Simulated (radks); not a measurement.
Q: The table gives one normalised radial function P(r) = r R(r) of Pt34+ in [Kr] 4d8 (r in bohr). Method: scalar-relativistic Kohn-Sham, LDA (Slater exchange, VWN5 correlation), spin-polarised, spherical densities, finite nucleus; open shells are filled with parallel spins first (spin-orbit coupling, left out, can overturn this in heavy ions); Fermi nuclear charge, rms radius 5.427 fm; computed with a radial shooting solver on a logarithmic mesh with Libxc functionals.

r	P
0.001329	0.0099
0.00169	0.0148
0.002148	0.0220
0.002731	0.0326
0.0035	0.0488
0.004449	0.0718
0.005656	0.1048
0.00719	0.1516
0.00914	0.2161
0.01171	0.3051
0.01489	0.4144
0.01893	0.5419
0.02406	0.6724
0.03083	0.7766
0.0392	0.7944
0.04983	0.6647
0.06335	0.3350
0.08053	-0.1839
0.1032	-0.7770
0.1312	-1.1285
0.1668	-0.9557
0.212	-0.1598
0.2717	0.9853
0.3454	1.7664
0.4391	1.7761
0.5582	1.1696
0.7096	0.4993
0.9093	0.1220
1.156	0.0167

Which n and l does it have? It may be an empty orbital.

A: n = 4, l = 1: the number of nodes gives n - l - 1 = 2, the rise at small r (about r^(l+1), flatter next to the nucleus through relativity) gives l, and the extent must fit the shell. The curve is that of 4p up; the table hardly tells the two spins apart. 4p up: eigenvalue -1720.3 eV, 2 radial nodes at r = 0.0745, 0.220 bohr, <r> = 0.402 bohr, 90 % of the charge inside 0.576 bohr.
